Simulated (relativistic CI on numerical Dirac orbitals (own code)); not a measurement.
Computed by Dirac-Coulomb-Breit CI, orbitals from a KLI potential per configuration, a model potential for QED, unscaled Slater integrals (own radial code, finite nucleus).

The strongest absorption lines from the ground level of an ion, among the configurations computed and to levels below about 395 eV (vacuum wavelength in Å, gf): 45.875 (0.24), 47.304 (1.1), 47.420 (2.7), 103.02 (0.27), 103.04 (3.8), 104.06 (0.44), 105.42 (1.8), 115.36 (3.1).

Q: Which ion is it?
A. Ga¹²⁺
B. Rb¹⁸⁺
C. As¹⁴⁺
D. Br¹⁶⁺

A: C. As¹⁴⁺ has 19 electrons and the ground level 3s2 3p6 3d 2D_3/2; the strongest line goes to 3s2 3p5 3d2 2D°_3/2. The pattern of lines fixes the number of electrons, and along that sequence the line energies rise steadily with the charge (about as its square where n changes within one kind of shell, about linearly where n is kept but much faster in heavy ions where fine structure, which grows about as Z⁴, sets the gap, and irregularly where shells cross), which fixes Z. Configurations outside the model, such as inner-shell arrays, can give stronger lines. At this charge energies of transitions that change n are usually good to better than 1 %, and those within a shell (Δn = 0) to a few per cent.

LS names give the leading component of a level, which can be under half, so a name can repeat, a term be missing and a line seem to break the LS rules.
